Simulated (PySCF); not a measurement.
B$_{2}$H$_{3}$, B$_{2}$H$_{6}$NSi, B$_{2}$H$_{3}$O$_{2}$, B$_{2}$HO and others (calculated)

Calculation on a computer-drawn molecule: the log of a Hartree-Fock and frozen-core CCSD(T) single point meant for a local Hartree-Fock minimum, with one planted fault or none, to be diagnosed. Offsets are logged minus clean, where the clean run is the same molecule without the fault. The reference is restricted for singlets and unrestricted otherwise, and also for a bond in bohr or an excited solution. Adding or removing an electron swaps singlet and doublet. The excited solution moves the top pair (singlet) or top alpha electron (doublet) to the lowest empty orbital. Highest occupied and lowest empty are orbital energies over both spins, largest force is the largest gradient component, triples share is (T) over the correlation energy, the T1 limit is 0.02 restricted and 0.045 unrestricted, electrons count all cores, a negative frequency is imaginary (commonest isotopes), and the dipole is about the centre of nuclear charge. Program: PySCF 2.14.0.

Common to all runs: meant charge 0; meant multiplicity 2; logged SCF converged yes; possible faults no fault, one electron removed, one electron added, multiplicity raised by two, geometry at a saddle point, SCF held on an excited solution, minimal basis STO-3G, one bond length entered in bohr, all coordinates scaled.

```yaml
- entry: 1
  formula: B2H3
  logged_structure:
    atoms_angstrom:
      - [B, -0.0584, -0.6571, 0.606]
      - [B, -0.5582, 1.2571, 2.8899]
      - [H, 0.1372, -1.4049, -0.2895]
      - [H, -1.6589, 1.3668, 3.3596]
      - [H, 0.3421, 1.9157, 3.3371]
  given:
    meant_basis: cc-pVDZ
    logged_electrons: 13
    logged_basis_functions: 43
    logged_spin_squared: 1.2779
    "logged_highest_occupied [eV]": -7.9916
    "logged_lowest_empty [eV]": 1.7044
    "logged_largest_force [hartree/bohr]": 0.021768
    "logged_dipole_magnitude [debye]": 1.0203
    logged_SCF_stable_within_its_kind: "yes"
    "logged_energy_HF [hartree]": -50.87168
    drawn_bonds_atom: [1, 1, 2, 2]
    drawn_bonds_other_atom: [2, 3, 4, 5]
    drawn_bonds_order: [1, 1, 1, 1]
  results:
    planted_fault: "one bond length entered in bohr, row 1 of the drawn bonds"
    "HF_energy_offset_from_clean_run [kcal/mol]": 94.25
  notes: ["coupled-cluster numbers left out as unreliable"]
- entry: 2
  formula: B2H6NSi
  logged_structure:
    atoms_angstrom:
      - [B, -1.9541, 3.2305, 0.3789]
      - [B, -1.5441, 1.6329, -0.1849]
      - ["N", -2.4804, 0.5612, -0.6069]
      - [Si, 0.6056, 1.2883, -0.3537]
      - [H, -2.0931, 4.099, 1.2786]
      - [H, -3.5334, 0.6563, -0.5729]
      - [H, -2.165, -0.3767, -0.9791]
      - [H, 1.0085, -0.066, 0.3454]
      - [H, 1.4521, 2.4373, 0.3111]
      - [H, 1.0467, 1.1882, -1.8629]
  given:
    meant_basis: "cc-pV(D+d)Z"
    logged_electrons: 37
    logged_basis_functions: 95
    logged_spin_squared: 0.7638
    "logged_highest_occupied [eV]": -8.2927
    "logged_lowest_empty [eV]": 1.4959
    "logged_largest_force [hartree/bohr]": 0.049122
    logged_T1_diagnostic: 0.019828
    logged_D1_diagnostic: 0.072106
    logged_triples_share: 0.030583
    logged_CC_converged: "yes"
    "logged_dipole_magnitude [debye]": 2.265
    logged_SCF_stable_within_its_kind: "yes"
    "logged_energy_HF [hartree]": -396.17882
    "logged_energy_CCSD(T) [hartree]": -396.6747
    drawn_bonds_atom: [1, 2, 2, 1, 3, 3, 4, 4, 4]
    drawn_bonds_other_atom: [2, 3, 4, 5, 6, 7, 8, 9, 10]
    drawn_bonds_order: [1, 1, 1, 1, 1, 1, 1, 1, 1]
  results:
    planted_fault: "all coordinates scaled, by +5.9 %"
    "HF_energy_offset_from_clean_run [kcal/mol]": 17.18
    "CCSD(T)_energy_offset_from_clean_run [kcal/mol]": 12.78
- entry: 3
  formula: B2H3O2
  logged_structure:
    atoms_angstrom:
      - [B, -0.3055, -0.8518, -1.9375]
      - [B, 0.912, -1.7176, -1.1515]
      - [O, 1.5914, -2.6697, -1.857]
      - [O, 1.1392, -1.4646, 0.1713]
      - [H, -0.4801, 0.1441, -2.5682]
      - [H, 2.2377, -3.1603, -1.3715]
      - [H, 1.8012, -1.9976, 0.5857]
  given:
    meant_basis: cc-pVDZ
    logged_electrons: 28
    logged_basis_functions: 71
    logged_spin_squared: 0.0
    "logged_highest_occupied [eV]": -18.92
    "logged_lowest_empty [eV]": -6.6327
    "logged_largest_force [hartree/bohr]": 0.066423
    logged_T1_diagnostic: 0.018146
    logged_D1_diagnostic: 0.070469
    logged_triples_share: 0.024761
    logged_CC_converged: "yes"
    "logged_dipole_magnitude [debye]": 4.3033
    logged_SCF_stable_within_its_kind: "yes"
    "logged_energy_HF [hartree]": -200.59995
    "logged_energy_CCSD(T) [hartree]": -201.1418
    drawn_bonds_atom: [1, 2, 2, 1, 3, 4]
    drawn_bonds_other_atom: [2, 3, 4, 5, 6, 7]
    drawn_bonds_order: [1, 1, 1, 1, 1, 1]
  results:
    planted_fault: "one electron removed"
    "HF_energy_offset_from_clean_run [kcal/mol]": 174.3
    "CCSD(T)_energy_offset_from_clean_run [kcal/mol]": 179.0
- entry: 4
  formula: B2HO
  logged_structure:
    atoms_angstrom:
      - [B, -0.8147, 0.0213, 1.31]
      - [B, -0.9207, -1.5073, 0.6376]
      - [O, -1.0445, -2.5989, 0.1852]
      - [H, -0.0189, 0.9, 1.2723]
  given:
    meant_basis: cc-pVDZ
    logged_electrons: 19
    logged_basis_functions: 47
    logged_spin_squared: 0.7712
    "logged_highest_occupied [eV]": -9.4067
    "logged_lowest_empty [eV]": -0.76107
    "logged_largest_force [hartree/bohr]": 0.039217
    "logged_dipole_magnitude [debye]": 3.8891
    logged_SCF_stable_within_its_kind: "no"
    "logged_energy_HF [hartree]": -124.75803
    drawn_bonds_atom: [1, 2, 1]
    drawn_bonds_other_atom: [2, 3, 4]
    drawn_bonds_order: [1, 2, 1]
  results:
    planted_fault: "SCF held on an excited solution"
    "HF_energy_offset_from_clean_run [kcal/mol]": 19.78
  notes: ["coupled-cluster numbers left out as unreliable"]
- entry: 5
  formula: CH6B3
  logged_structure:
    atoms_angstrom:
      - [B, -0.3501, 2.8825, 1.2728]
      - [B, 0.8824, 1.8906, 1.445]
      - [B, 1.3566, 0.6164, 0.4273]
      - [C, 0.8333, -0.8727, 0.5391]
      - [H, -1.2617, 3.6262, 1.1466]
      - [H, 1.5601, 2.0831, 2.43]
      - [H, 2.1564, 0.8469, -0.4497]
      - [H, 1.6505, -1.5965, 0.4562]
      - [H, 0.19, -1.0495, -0.3358]
      - [H, 0.2461, -1.0976, 1.4314]
  given:
    meant_basis: cc-pVDZ
    logged_electrons: 26
    logged_basis_functions: 86
    logged_spin_squared: 0.0
    "logged_highest_occupied [eV]": -16.552
    "logged_lowest_empty [eV]": -6.5887
    "logged_largest_force [hartree/bohr]": 0.038266
    logged_T1_diagnostic: 0.019737
    logged_D1_diagnostic: 0.054123
    logged_triples_share: 0.028551
    logged_CC_converged: "yes"
    "logged_dipole_magnitude [debye]": 7.483
    logged_SCF_stable_within_its_kind: "yes"
    "logged_energy_HF [hartree]": -115.04459
    "logged_energy_CCSD(T) [hartree]": -115.46544
    drawn_bonds_atom: [1, 2, 3, 1, 2, 3, 4, 4, 4]
    drawn_bonds_other_atom: [2, 3, 4, 5, 6, 7, 8, 9, 10]
    drawn_bonds_order: [1, 1, 1, 1, 1, 1, 1, 1, 1]
  results:
    planted_fault: "one electron removed"
    "HF_energy_offset_from_clean_run [kcal/mol]": 173.9
    "CCSD(T)_energy_offset_from_clean_run [kcal/mol]": 185.1
- entry: 6
  formula: B3H5N
  logged_structure:
    atoms_angstrom:
      - [B, 1.5905, -1.439, 0.0071]
      - [B, 0.7435, -0.1259, -0.2991]
      - [B, -0.8484, 0.1739, 0.2677]
      - ["N", -1.1438, 0.6715, 1.5371]
      - [H, 2.2028, -2.4292, 0.2237]
      - [H, 1.2741, 0.6955, -1.0104]
      - [H, -1.7898, -0.0334, -0.4621]
      - [H, -2.0747, 0.8749, 1.8364]
      - [H, -0.4508, 0.8875, 2.2231]
  given:
    meant_basis: cc-pVDZ
    logged_electrons: 28
    logged_basis_functions: 81
    logged_spin_squared: 0.0
    "logged_highest_occupied [eV]": -0.28418
    "logged_lowest_empty [eV]": 8.1911
    "logged_largest_force [hartree/bohr]": 0.02909
    logged_T1_diagnostic: 0.020916
    logged_D1_diagnostic: 0.058269
    logged_triples_share: 0.033861
    logged_CC_converged: "yes"
    "logged_dipole_magnitude [debye]": 6.8722
    logged_SCF_stable_within_its_kind: "yes"
    "logged_energy_HF [hartree]": -131.34479
    "logged_energy_CCSD(T) [hartree]": -131.84755
    drawn_bonds_atom: [1, 2, 3, 1, 2, 3, 4, 4]
    drawn_bonds_other_atom: [2, 3, 4, 5, 6, 7, 8, 9]
    drawn_bonds_order: [1, 1, 1, 1, 1, 1, 1, 1]
  results:
    planted_fault: "one electron added"
    "HF_energy_offset_from_clean_run [kcal/mol]": 16.08
    "CCSD(T)_energy_offset_from_clean_run [kcal/mol]": -10.67
  notes: ["T1 above single-reference limit"]
- entry: 7
  formula: B3H5N
  logged_structure:
    atoms_angstrom:
      - [B, 1.5905, -1.439, 0.0071]
      - [B, 0.7435, -0.1259, -0.2991]
      - [B, -0.8484, 0.1739, 0.2677]
      - ["N", -1.1438, 0.6715, 1.5371]
      - [H, 2.2028, -2.4292, 0.2237]
      - [H, 1.2741, 0.6955, -1.0104]
      - [H, -1.7898, -0.0334, -0.4621]
      - [H, -2.0747, 0.8749, 1.8364]
      - [H, -0.4508, 0.8875, 2.2231]
  given:
    meant_basis: cc-pVDZ
    logged_electrons: 27
    logged_basis_functions: 81
    logged_spin_squared: 0.7579
    "logged_highest_occupied [eV]": -8.4327
    "logged_lowest_empty [eV]": 1.5045
    "logged_largest_force [hartree/bohr]": 1.3044e-05
    "logged_lowest_frequency [cm^-1]": 93.013
    logged_T1_diagnostic: 0.020295
    logged_D1_diagnostic: 0.063288
    logged_triples_share: 0.029277
    logged_CC_converged: "yes"
    "logged_dipole_magnitude [debye]": 1.85
    logged_SCF_stable_within_its_kind: "yes"
    "logged_energy_HF [hartree]": -131.37041
    "logged_energy_CCSD(T) [hartree]": -131.83054
    drawn_bonds_atom: [1, 2, 3, 1, 2, 3, 4, 4]
    drawn_bonds_other_atom: [2, 3, 4, 5, 6, 7, 8, 9]
    drawn_bonds_order: [1, 1, 1, 1, 1, 1, 1, 1]
  results:
    planted_fault: "no fault"
    "HF_energy_offset_from_clean_run [kcal/mol]": 0.0
    "CCSD(T)_energy_offset_from_clean_run [kcal/mol]": 0.0
- entry: 8
  formula: B3H5N
  logged_structure:
    atoms_angstrom:
      - [B, 1.5905, -1.439, 0.0071]
      - [B, 0.7435, -0.1259, -0.2991]
      - [B, -0.8484, 0.1739, 0.2677]
      - ["N", -1.1438, 0.6715, 1.5371]
      - [H, 2.2028, -2.4292, 0.2237]
      - [H, 1.2741, 0.6955, -1.0104]
      - [H, -1.7898, -0.0334, -0.4621]
      - [H, -2.0747, 0.8749, 1.8364]
      - [H, -0.4508, 0.8875, 2.2231]
  given:
    meant_basis: cc-pVDZ
    logged_electrons: 27
    logged_basis_functions: 25
    logged_spin_squared: 0.757
    "logged_highest_occupied [eV]": -6.551
    "logged_lowest_empty [eV]": 5.9584
    "logged_largest_force [hartree/bohr]": 0.03982
    logged_T1_diagnostic: 0.023867
    logged_D1_diagnostic: 0.079304
    logged_triples_share: 0.020367
    logged_CC_converged: "yes"
    "logged_dipole_magnitude [debye]": 1.572
    logged_SCF_stable_within_its_kind: "yes"
    "logged_energy_HF [hartree]": -129.68588
    "logged_energy_CCSD(T) [hartree]": -129.88481
    drawn_bonds_atom: [1, 2, 3, 1, 2, 3, 4, 4]
    drawn_bonds_other_atom: [2, 3, 4, 5, 6, 7, 8, 9]
    drawn_bonds_order: [1, 1, 1, 1, 1, 1, 1, 1]
  results:
    planted_fault: "minimal basis STO-3G"
    "HF_energy_offset_from_clean_run [kcal/mol]": 1057
    "CCSD(T)_energy_offset_from_clean_run [kcal/mol]": 1221
- entry: 9
  formula: CH6B3
  logged_structure:
    atoms_angstrom:
      - [B, -1.9652, -0.2464, -0.2103]
      - [B, -0.9405, 0.3138, -1.3194]
      - [C, 0.6366, 0.0492, -1.342]
      - [B, 0.975, -0.7955, -2.6197]
      - [H, -2.7352, -0.618, 0.6076]
      - [H, -1.4345, 0.9723, -2.2024]
      - [H, 1.0886, 1.0447, -1.4484]
      - [H, 0.9939, -0.416, -0.4213]
      - [H, 0.9927, -0.2766, -3.7044]
      - [H, 1.1849, -1.9781, -2.5524]
  given:
    meant_basis: cc-pVDZ
    logged_electrons: 27
    logged_basis_functions: 86
    logged_spin_squared: 0.7579
    "logged_highest_occupied [eV]": -8.5765
    "logged_lowest_empty [eV]": 1.2494
    "logged_largest_force [hartree/bohr]": 1.3578e-05
    "logged_lowest_frequency [cm^-1]": 66.773
    logged_T1_diagnostic: 0.016248
    logged_D1_diagnostic: 0.060594
    logged_triples_share: 0.028742
    logged_CC_converged: "yes"
    "logged_dipole_magnitude [debye]": 1.3377
    logged_SCF_stable_within_its_kind: "yes"
    "logged_energy_HF [hartree]": -115.32368
    "logged_energy_CCSD(T) [hartree]": -115.76068
    drawn_bonds_atom: [1, 2, 3, 1, 2, 3, 3, 4, 4]
    drawn_bonds_other_atom: [2, 3, 4, 5, 6, 7, 8, 9, 10]
    drawn_bonds_order: [1, 1, 1, 1, 1, 1, 1, 1, 1]
  results:
    planted_fault: "no fault"
    "HF_energy_offset_from_clean_run [kcal/mol]": 0.0
    "CCSD(T)_energy_offset_from_clean_run [kcal/mol]": 0.0
- entry: 10
  formula: CH5B2O
  logged_structure:
    atoms_angstrom:
      - [B, -1.3245, 1.3034, 1.4077]
      - [B, -0.1818, 0.2048, 1.6962]
      - [C, 0.6554, -0.4273, 0.5043]
      - [O, 0.2165, -0.0635, -0.7946]
      - [H, -2.1601, 2.1152, 1.2039]
      - [H, 0.0636, -0.1204, 2.8297]
      - [H, 0.7271, -1.5187, 0.6021]
      - [H, 1.6857, -0.0661, 0.5922]
      - [H, -0.567, -0.5513, -0.9978]
  given:
    meant_basis: cc-pVDZ
    logged_electrons: 29
    logged_basis_functions: 81
    logged_spin_squared: 3.7825
    "logged_highest_occupied [eV]": -5.5676
    "logged_lowest_empty [eV]": -1.5416
    "logged_largest_force [hartree/bohr]": 0.056908
    logged_T1_diagnostic: 0.075519
    logged_D1_diagnostic: 0.47509
    logged_triples_share: 0.032978
    logged_CC_converged: "yes"
    "logged_dipole_magnitude [debye]": 7.4157
    logged_SCF_stable_within_its_kind: "yes"
    "logged_energy_HF [hartree]": -164.75266
    "logged_energy_CCSD(T) [hartree]": -165.29123
    drawn_bonds_atom: [1, 2, 3, 1, 2, 3, 3, 4]
    drawn_bonds_other_atom: [2, 3, 4, 5, 6, 7, 8, 9]
    drawn_bonds_order: [1, 1, 1, 1, 1, 1, 1, 1]
  results:
    planted_fault: "multiplicity raised by two"
    "HF_energy_offset_from_clean_run [kcal/mol]": 107.0
    "CCSD(T)_energy_offset_from_clean_run [kcal/mol]": 99.83
  notes: ["T1 above single-reference limit"]
```
